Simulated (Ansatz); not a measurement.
CH2F3Si, SMILES `FC(F)(F)[SiH2]` radical at its PBE0-D4/def2-TZVP geometry, where that method's forces vanish. The species carries charge 0 and has multiplicity 2.

```xyz
7

F     0.0104   -0.8122    1.6520
C     0.1498    0.1632    0.7387
F     1.2828    0.8227    1.0331
F    -0.8647    1.0268    0.9341
Si    0.1710   -0.5369   -1.0680
H    -1.1010   -1.2681   -1.2908
H     0.3519    0.6044   -1.9991
```

**Question.** What forces (eV/Å) does PBE-D4/def2-TZVPP give on these atoms in Ansatz? (Estimate.)

**Answer.** Ansatz gave: 
```
F1  -0.103 -0.711  0.582
C2   0.039 -0.248 -0.576
F3   0.797  0.445  0.144
F4  -0.722  0.588  0.070
Si5  0.120 -0.114 -0.055
H6  -0.149 -0.087 -0.042
H7   0.018  0.127 -0.123
```
